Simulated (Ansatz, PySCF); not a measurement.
Process, species as SMILES: CC(C)CCO + 5 [H][H] (H2) → 5 C (CH4) + O (H2O)
Each molecule is optimised on its own at B3LYP-D3(BJ)/def2-TZVP (Ansatz, an electronic-structure program), one conformer each, not searched for the lowest.

Quantity: energy of full hydrogenation (0 K, with B3LYP-D3(BJ) harmonic zero-point energies from PySCF), in eV. Valence correlation only, unless marked. No spin-orbit coupling. Non-relativistic. CBS marks a two-point X^-3 extrapolation of the correlation energy; Hartree-Fock from the larger set.

CCSD(T)/CBS(cc-pVTZ,cc-pVQZ) (Ansatz) gives -3.16 eV.

Q: Another calculation gave -3.19 eV. Which level was it?
A. SVWN5/def2-TZVPD (Ansatz)
B. PBE-QIDH/def2-TZVPD (Ansatz)
C. revPBE/def2-TZVPD (Ansatz)
D. B2PLYP/def2-TZVPD (Ansatz)

A: B, PBE-QIDH/def2-TZVPD (Ansatz). The others give -3.47 (revPBE), -2.85 (SVWN5), -3.36 (B2PLYP) eV.
